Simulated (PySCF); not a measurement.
**Substituent chemical shifts**

Parent skeleton `[CH3:1][N+:2]1([CH3:3])[BH2-:4][CH2:5][CH2:6][CH2:7]1`; one hydrogen on atom 7 is replaced by X. Hydrogens on one atom are averaged.

Theory: GIAO PBE0/pcSseg-1 shieldings, geometry from PBE0-D3(BJ)/def2-SVP, in PySCF (one computed conformer, no solvent, equivalent nuclei averaged, non-relativistic).

References, each an isolated molecule treated in the same way: TMS for 13C, 1H; 15N vs NH3; BF3·OEt2 for 11B.

Parent (X = H): C1 49.7, N2 71.4, C3 49.7, B4 -6.1, C5 10.3, C6 25.8, C7 66.1, H(C1) 2.37, H(C3) 2.37 ppm. Effects are Δδ = δ(X) − δ(H), positive for deshielding.

Task: Give Δδ (ppm) for X = OCH3, BH2, CH2NH2, ethynyl, B(OH)2, BMe2, propynyl, OSiH3.

Result: 
```
       X                          SMILES     C1     N2    C3    B4    C5    C6     C7  H(C1)  H(C3)
    OCH3       CO[C@H]1CC[BH2-][N+]1(C)C  -10.0   +9.5  -0.9  -2.1  -6.1  +2.4  +34.4  -0.19  +0.01
     BH2       B[C@@H]1CC[BH2-][N+]1(C)C   -5.9   -2.0  +0.8  +1.6  -0.7  +0.8  +14.6  -0.02  +0.15
  CH2NH2      C[N+]1(C)[BH2-]CC[C@@H]1CN   -8.5   +1.5  -0.6  +2.1  -3.0  +4.6   +5.9  -0.33  +0.08
 ethynyl     C#C[C@@H]1CC[BH2-][N+]1(C)C   -7.9   +5.3  +0.2  +0.9  -1.7  +8.8   -2.2  -0.08  +0.12
  B(OH)2    C[N+]1(C)[BH2-]CC[C@H]1B(O)O   -6.3   +0.3  +1.3  +2.2  -0.7  +3.0   -5.8  +0.03  +0.43
    BMe2   CB(C)[C@@H]1CC[BH2-][N+]1(C)C   -3.4   +8.5  +3.0  +3.6  +0.9  +3.5   +2.9  -0.32  +0.24
propynyl     CC#C[C@H]1CC[BH2-][N+]1(C)C   +0.3   +5.7  -7.8  +0.4  -2.0  +9.1   -1.4  +0.07  -0.14
   OSiH3  C[N+]1(C)[BH2-]CC[C@H]1O[SiH3]  -11.0  +10.6  -1.2  -2.3  -5.8  +6.5  +30.6  -0.16  +0.04
```

Task: Which position responds most, and to which substituents?

Result: C7: from -5.8 ppm with B(OH)2 to +34.4 ppm with OCH3.

Experimental scales use liquid or dissolved standards, which lie at an offset from isolated NH3 (liquid NH3: subtract about 20 ppm).
